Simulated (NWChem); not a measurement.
System: PbF2, singlet; SMILES [F][Pb][F]

```xyz
3

Pb     0.0000     0.0000     0.2912
F     -1.5280     0.0000    -1.0791
F      1.5280     0.0000    -1.0791
```
Atoms are numbered in this order, from 1.

Level: PBE0/def2-SVP with def2 effective core potentials on Pb (NWChem), optimised geometry, unscaled harmonic frequencies. Low-valent species are run as closed-shell singlets; no triplet was tried in these runs. def2 effective core potentials on Pb; no spin-orbit coupling.

Question: List the harmonic frequencies with IR intensities, and the thermochemistry.

Answer: 
| frequency (cm⁻¹) | IR intensity (km/mol) |
|---|---|
| 165 | 10.3 |
| 558 | 88.6 |
| 570 | 67.9 |

The zero-point energy is 1.8 kcal/mol. The thermal correction to the enthalpy at 298.15 K (with zero-point energy) is 4.8 kcal/mol and the heat capacity Cv comes out as 10.1 cal/(mol K). The entropy at 298.15 K and 1 atm (symmetry number 2) is 69.6 cal/(mol K).

Rigid rotor and harmonic oscillator.
